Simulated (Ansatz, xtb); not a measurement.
## Al2F4H4N2: which of two structures lies lower

Structure I is a singlet given by its coordinates and structure II is `[F][Al-]1([F])[NH2+][Al-]([F])([F])[NH2+]1`, a singlet. Both are isolated molecules in the gas phase, relaxed with PBE0-D4/def2-SVP.

I (Å):

| atom | x (Å) | y (Å) | z (Å) |
| --- | --- | --- | --- |
| Al | -1.4954 | -0.0324 | 0.5011 |
| Al | -1.6561 | 0.3685 | -2.2566 |
| F | -2.7332 | 0.6319 | 1.3979 |
| F | -2.1902 | -0.8318 | -1.0100 |
| F | -2.9653 | 1.0924 | -2.9668 |
| F | -0.4529 | -0.3209 | -3.1661 |
| N | -0.2377 | -1.0352 | 1.2226 |
| N | -0.9445 | 1.3418 | -0.7747 |
| H | 0.2967 | -1.7476 | 0.7396 |
| H | -0.1081 | -1.1293 | 2.2229 |
| H | -1.3983 | 2.2394 | -0.5935 |
| H | 0.0614 | 1.5131 | -0.8035 |

Close contacts (Å): Al1–F3 1.67, Al1–F4 1.85, Al1–N7 1.76, Al1–N8 1.95, Al2–F4 1.81, Al2–F5 1.66, Al2–F6 1.66, Al2–N8 1.91, N7–H9 1.01, N7–H10 1.01, N8–H11 1.02, N8–H12 1.02.

II (Å):

```xyz
12

Al   -2.1252    1.2564   -1.5792
Al   -0.6313    0.8064    0.7053
F    -3.5322    2.1409   -1.4773
F    -1.6045    0.6393   -3.0355
F     0.7761   -0.0778    0.6053
F    -1.1534    1.4245    2.1606
N    -2.0754   -0.1053   -0.2050
N    -0.6802    2.1674   -0.6696
H    -1.8438   -1.0421   -0.5409
H    -2.9352   -0.1924    0.3401
H     0.1795    2.2536   -1.2150
H    -0.9110    3.1045   -0.3341
```

Question: Which of the two would you expect CCSD(T)/def2-SVP + ΔMP2/def2-TZVPP electronic energies to favour?

Answer: Structure II; the calculation gives E(II) − E(I) = −14.5 kcal/mol.

The same difference at several levels:

```csv
level,geometry,E(II) − E(I) (kcal/mol),departure from the last row (kcal/mol),"job, with rough time for the two"
PBE0-D4/def2-SVP,PBE0-D4/def2-SVP,−15.5,−1.0,"optimisation, 70 s"
HF/def2-SVP,PBE0-D4/def2-SVP,−14.0,+0.5,part of the CCSD(T) run
MP2/def2-SVP,PBE0-D4/def2-SVP,−15.1,−0.6,part of the CCSD(T) run
CCSD(T)/def2-SVP,PBE0-D4/def2-SVP,−14.8,−0.3,single point
CCSD(T)/def2-SVP + ΔMP2/def2-TZVPP,PBE0-D4/def2-SVP,−14.5,,"single point, 2.8 min"
```

None of the levels shown reverses the order. The largest departure from CCSD(T)/def2-SVP + ΔMP2/def2-TZVPP is that of PBE0-D4/def2-SVP, 1.0 kcal/mol. Levels run at GFN2-xTB geometries aren't shown. The last row adds to CCSD(T) the change of the MP2 difference between the two basis sets, here +0.3 kcal/mol.

With thermal terms from frequencies at re-optimised GFN2-xTB minima (ideal gas, soft modes damped towards free rotors, one conformer each, 298.15 K, 1 atm): the zero-point term adds +0.5 kcal/mol; ΔH is −14.3 and ΔG −13.0 kcal/mol.

The correlated steps freeze 16 core orbitals. Codes used: Ansatz 0.2.0, xtb 6.7.1; the last row on 2 threads of Arm Neoverse V2 on a shared host.
